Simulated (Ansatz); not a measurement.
Steps of a relaxation of H8OSi3, SMILES `O[SiH]([SiH3])[SiH3]` with RKS PBE-D4/def2-SVP.

```sh
$ ansatz run in.yaml --threads 4 --pin off --events-out ev --progress --plain --max-ram 10444MiB
```

```yaml
crystal:
  periodic: [false, false, false]
  atoms:
    - {symbol: O, position_ang: [-1.500400, 1.392500, -0.543300]}
    - {symbol: Si, position_ang: [-0.092600, 0.780100, -0.090500]}
    - {symbol: Si, position_ang: [-0.257200, -0.334200, 1.911200]}
    - {symbol: Si, position_ang: [0.731800, -0.809900, -1.583300]}
    - {symbol: H, position_ang: [-1.511100, 2.224400, -1.131800]}
    - {symbol: H, position_ang: [0.882600, 1.923300, -0.019000]}
    - {symbol: H, position_ang: [1.137100, -0.872100, 2.304600]}
    - {symbol: H, position_ang: [-1.142900, -1.454200, 1.833900]}
    - {symbol: H, position_ang: [-0.666900, 0.601400, 3.048300]}
    - {symbol: H, position_ang: [0.788800, -0.221400, -2.913200]}
    - {symbol: H, position_ang: [-0.302900, -1.961300, -1.634000]}
    - {symbol: H, position_ang: [2.010700, -1.323800, -1.148700]}
basis:
  gaussian: {orbitals: def2-SVP}
hamiltonian: {xc: pbe, dispersion: d4}
relax: {f_tol: 0.03, max_steps: 200}
```

Positions (Å) and forces (eV/Å) along the path, 7 of 7 steps:

```xyz
12
step=1 energy=-25786.6385 eV
O    -1.500    1.393   -0.543   -2.999    2.702   -1.977
Si   -0.093    0.780   -0.090    2.605   -0.620    0.368
Si   -0.257   -0.334    1.911    1.329    1.057    1.222
Si    0.732   -0.810   -1.583   -1.598   -0.475    0.275
H    -1.511    2.224   -1.132    0.066   -1.739    1.178
H     0.883    1.923   -0.019    0.339    0.024    0.181
H     1.137   -0.872    2.305   -0.460    0.187   -0.255
H    -1.143   -1.454    1.834   -0.976   -1.125   -0.086
H    -0.667    0.601    3.048   -0.024   -0.255   -0.220
H     0.789   -0.221   -2.913    0.196    0.288   -0.948
H    -0.303   -1.961   -1.634    0.474    0.384    0.009
H     2.011   -1.324   -1.149    1.048   -0.429    0.253
12
step=2 energy=-25786.9676 eV
O    -1.527    1.381   -0.477   -1.559    1.139   -0.805
Si   -0.056    0.770   -0.088    1.362   -0.324    0.405
Si   -0.273   -0.265    2.008    0.491    0.145    0.087
Si    0.726   -0.802   -1.679   -0.487   -0.211    0.164
H    -1.570    2.148   -1.094    0.062   -0.555    0.366
H     0.968    1.881    0.057    0.054   -0.039   -0.044
H     1.109   -0.811    2.320   -0.168    0.030    0.061
H    -1.214   -1.402    1.901   -0.294   -0.377    0.004
H    -0.724    0.627    3.145    0.064    0.000   -0.174
H     0.853   -0.268   -3.069    0.027    0.172   -0.176
H    -0.253   -1.961   -1.737    0.086    0.126    0.011
H     2.038   -1.353   -1.254    0.364   -0.106    0.101
12
step=3 energy=-25787.0403 eV
O    -1.560    1.445   -0.505   -0.371    0.244   -0.072
Si   -0.065    0.810   -0.069    0.443   -0.182   -0.056
Si   -0.236   -0.311    2.003   -0.143    0.061   -0.054
Si    0.696   -0.796   -1.639    0.052    0.079   -0.050
H    -1.583    2.114   -1.217    0.121   -0.220    0.166
H     0.997    1.893    0.047   -0.074   -0.055    0.020
H     1.118   -0.869    2.358    0.013    0.036   -0.034
H    -1.207   -1.463    1.918    0.032    0.064   -0.017
H    -0.683    0.626    3.092    0.001   -0.012    0.048
H     0.835   -0.217   -3.029   -0.011   -0.024    0.059
H    -0.275   -1.943   -1.704   -0.030   -0.022   -0.010
H     2.040   -1.345   -1.221   -0.034    0.033    0.000
12
step=4 energy=-25787.0576 eV
O    -1.551    1.453   -0.411    0.044    0.156   -0.364
Si   -0.033    0.784   -0.054   -0.027    0.064    0.094
Si   -0.255   -0.281    2.023    0.036   -0.072    0.016
Si    0.690   -0.777   -1.671    0.031   -0.085    0.003
H    -1.549    1.939   -1.263   -0.090   -0.130    0.257
H     1.025    1.859    0.069    0.049    0.007   -0.018
H     1.098   -0.842    2.378   -0.010   -0.020    0.028
H    -1.236   -1.419    1.921    0.004    0.002    0.015
H    -0.693    0.654    3.119   -0.002    0.015   -0.035
H     0.830   -0.175   -3.046   -0.019    0.042   -0.002
H    -0.286   -1.921   -1.761    0.003    0.010    0.001
H     2.035   -1.329   -1.268   -0.019    0.012    0.003
12
step=5 energy=-25787.0633 eV
O    -1.537    1.465   -0.424   -0.013   -0.015    0.031
Si   -0.026    0.795   -0.048    0.045   -0.019   -0.033
Si   -0.247   -0.290    2.025   -0.024    0.006    0.011
Si    0.690   -0.773   -1.667   -0.005    0.004    0.011
H    -1.581    1.909   -1.289    0.011   -0.002   -0.010
H     1.051    1.855    0.068   -0.007   -0.006    0.003
H     1.092   -0.867    2.406    0.002    0.013   -0.010
H    -1.239   -1.419    1.929   -0.003    0.007   -0.006
H    -0.690    0.663    3.102   -0.001   -0.002    0.011
H     0.814   -0.150   -3.035   -0.004    0.007   -0.001
H    -0.286   -1.916   -1.760   -0.003    0.002   -0.002
H     2.037   -1.326   -1.274    0.002    0.004   -0.005
12
step=6 energy=-25787.0637 eV
O    -1.528    1.457   -0.416   -0.012    0.015   -0.033
Si   -0.016    0.786   -0.046   -0.006    0.009    0.033
Si   -0.257   -0.284    2.030    0.016   -0.001   -0.009
Si    0.693   -0.774   -1.672    0.000   -0.005    0.009
H    -1.573    1.894   -1.285   -0.006   -0.003    0.006
H     1.061    1.846    0.074    0.004    0.002   -0.006
H     1.086   -0.855    2.405    0.000   -0.018    0.020
H    -1.251   -1.411    1.927    0.003   -0.003    0.004
H    -0.700    0.666    3.111    0.000    0.003   -0.012
H     0.796   -0.143   -3.038   -0.003    0.004    0.001
H    -0.281   -1.920   -1.758    0.002   -0.001   -0.004
H     2.047   -1.317   -1.297    0.002   -0.003   -0.008
12
step=7 energy=-25787.0643 eV
O    -1.523    1.459   -0.425    0.003   -0.011    0.016
Si   -0.015    0.787   -0.040    0.006   -0.001    0.009
Si   -0.258   -0.286    2.037   -0.003    0.014   -0.021
Si    0.692   -0.770   -1.670    0.000   -0.003   -0.006
H    -1.564    1.875   -1.304   -0.004    0.008   -0.014
H     1.065    1.844    0.079   -0.002    0.000    0.000
H     1.080   -0.867    2.417    0.000   -0.004    0.009
H    -1.258   -1.406    1.934   -0.001   -0.001    0.004
H    -0.697    0.672    3.111    0.000   -0.002    0.002
H     0.774   -0.130   -3.034   -0.001    0.000    0.003
H    -0.275   -1.922   -1.754   -0.001    0.000    0.000
H     2.055   -1.309   -1.317    0.002    0.001   -0.002
```

It took 8.5 s on 4 threads of an Arm Neoverse V2 on a shared host, with 0.15 GiB of host memory at the peak.
